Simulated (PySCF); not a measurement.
Rows and methods have been separated. Pair them.

Compound: BFH5PSi.
Z-matrix (Å and degrees, PBE0-D3(BJ)/def2-SVP geometry), rows numbered from 1:
```
F 
B   1  1.3255
P   2  1.9046  1  119.68
Si  3  2.2571  2   99.79  1   -51.90
H   2  1.2102  1  117.85  3   175.44
H   3  1.4229  2   97.92  1  -153.32
H   4  1.4944  3  113.44  2   -49.25
H   4  1.4921  3  108.22  2  -170.27
H   4  1.4906  3  106.73  2    71.37
```

The closed-shell ground state was solved 4 times with PySCF (density fitting, gas phase), always with PBE0, in these basis sets: 6-31G, 6-31G*, STO-3G and cc-pVDZ.

| row | total energy (Eh) | HOMO (eV) | LUMO (eV) | dipole (D) |
| --- | --- | --- | --- | --- |
| P | -758.1599 | -7.40 | -0.94 | 1.10 |
| Q | -749.2696 | -4.07 | 2.81 | 0.75 |
| R | -758.0727 | -7.39 | -1.13 | 1.59 |
| S | -758.2062 | -7.46 | -1.12 | 1.02 |

**Question.** Which basis belongs to which row?

**Answer.** P = 6-31G*, Q = STO-3G, R = 6-31G, S = cc-pVDZ. From the lowest total energy up: cc-pVDZ (89 functions) 0 eV; 6-31G* (74 functions) +1.26 eV; 6-31G (54 functions) +3.64 eV; STO-3G (33 functions) +243.18 eV.

One conformer stands for the species.
